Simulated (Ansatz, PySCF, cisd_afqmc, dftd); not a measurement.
System: PH, charge 0, triplet. PH (SMILES [PH], triplet).
B3LYP-D3(BJ)/def2-TZVP minimum from Ansatz (a program for electronic structure):
```xyz
2

P      0.0000     0.0000    -0.0893
H      0.0000     0.0000     1.3392
```
Charge 0, spin multiplicity 3.

Quantity: enthalpy of formation at 298 K (by atomisation, with ideal-gas terms from PySCF's Hessian at B3LYP-D3(BJ)/def2-TZVP and the atoms' measured values of the G2/97 table; no spin-orbit terms), in kcal/mol. UHF or UKS for unpaired electrons; spin-orbit terms are left out. Cores are frozen in correlated methods. Rows without X2C or -DK are non-relativistic. The Monte Carlo rows (phaseless AFQMC, CISD trial, step 0.005/hartree) carry one-sigma bars that omit the constraint's bias. Outlying blocks are dropped, and bars are widened where a walk drifts. Over all cases where full CI ran beside it in this data, AFQMC minus full CI had a median of +0.1 mEh and passed +0.4 mEh in a tenth of the cases. CBS(X,Y): correlation extrapolated as X^-3, Hartree-Fock from the larger set (Q,5: extrapolated as (X+1)exp(-9√X)). A bracket is a step between two methods taken in the basis named. The functionals are non-relativistic, so their misses hold any scalar relativity. Double hybrids freeze cores in their MP2 part. 'core' is core correlation in cc-pwCVTZ (1s frozen past Ne), 'X2C' scalar relativity in cc-pVTZ-DK, both at CCSD(T). Full CI freezes restricted core orbitals, also for open shells; the composite that ends in it estimates full CI at the basis-set limit. For partners of very few electrons the exact lower level stands in for a higher one.

```tsv
level	program	enthalpy of formation at 298 K (kcal/mol)	error against the last row
r2SCAN-D4/def2-TZVPD	Ansatz + dftd4	54.8	-2.0
B3LYP-D3(BJ)/def2-TZVPD	Ansatz + dftd3	52.7	-4.1
PBE0-D4/def2-TZVPD	Ansatz + dftd4	56.0	-0.8
CAM-B3LYP-D3(BJ)/def2-TZVPD	Ansatz + dftd3	53.3	-3.5
B2PLYP-D3(BJ)/def2-TZVPD	Ansatz + dftd3	56.3	-0.5
B2PLYP/def2-TZVPD	Ansatz	56.6	-0.2
B2GP-PLYP-D3(BJ)/def2-TZVPD	Ansatz + dftd3	57.5	0.7
MP2/CBS(cc-pV(T+d)Z,cc-pV(Q+d)Z)	Ansatz	61.3	4.5
CCSD/cc-pV(T+d)Z	Ansatz	60.1	3.3
CCSD/cc-pV(Q+d)Z	Ansatz	58.3	1.5
CCSD(T)/cc-pV(D+d)Z	Ansatz	65.1	8.3
CCSDT(Q)/cc-pV(D+d)Z	Ansatz	64.9	8.1
CCSDTQ/cc-pV(D+d)Z	Ansatz	64.9	8.1
AFQMC/CISD/cc-pV(D+d)Z	cisd_afqmc	65.0 ± 0.1	8.2
FCI/cc-pV(D+d)Z	Ansatz	64.9	8.1
CCSD(T)/CBS(cc-pV(Q+d)Z,cc-pV(5+d)Z) + [CCSDT(Q) - CCSD(T)]/cc-pV(5+d)Z + [CCSDTQ - CCSDT(Q)]/cc-pV(D+d)Z + core + X2C	Ansatz	56.8	0.0
CCSD(T)/CBS(cc-pV(Q+d)Z,cc-pV(5+d)Z) + [CCSDT(Q) - CCSD(T)]/cc-pV(5+d)Z + [FCI - CCSDT(Q)]/cc-pV(T+d)Z + core + X2C	Ansatz	56.8	0.0
```
